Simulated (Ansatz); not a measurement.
Reactions of C$_{3}$H$_{6}$N$_{2}$O (`C=NC(=N)OC`).

Program: Ansatz. Geometries: PBE0-D4/def2-TZVP. ΔE: electronic, gas phase. CBS: MP2 limit from def2 TZ/QZ plus the TZ coupled-cluster correction, frozen cores. This one scheme is used for every species. Double bonds are as drawn, so ΔE can hold a change between cis and trans. For Se, Ti outer-core shells are correlated without core-valence functions, which leaves a few kJ/mol of doubt a bond. Scalar relativity is left out up to krypton. One conformer a species, not always the lowest.

Task: Order these by ΔE at CCSD(T)/CBS, lowest first. (Estimate.)
A. `C=NC(=N)OC` + H–F → `C=NC(=N)F` + CH₃OH
B. `C=NC(=N)OC` + `O/C=C\F` → `CO/C=C/F` + `C=NC(=N)O`
C. `C=NC(=N)OC` + `[OH][Ti]([F])([Cl])[SeH]` → `C[Se][Ti]([OH])([F])[Cl]` + `C=NC(=N)O`

Result: C (-10.3 kcal/mol), B (+2.8 kcal/mol), A (+11.4 kcal/mol).

Largest T1 diagnostic: 0.023, for `[OH][Ti]([F])([Cl])[SeH]`.
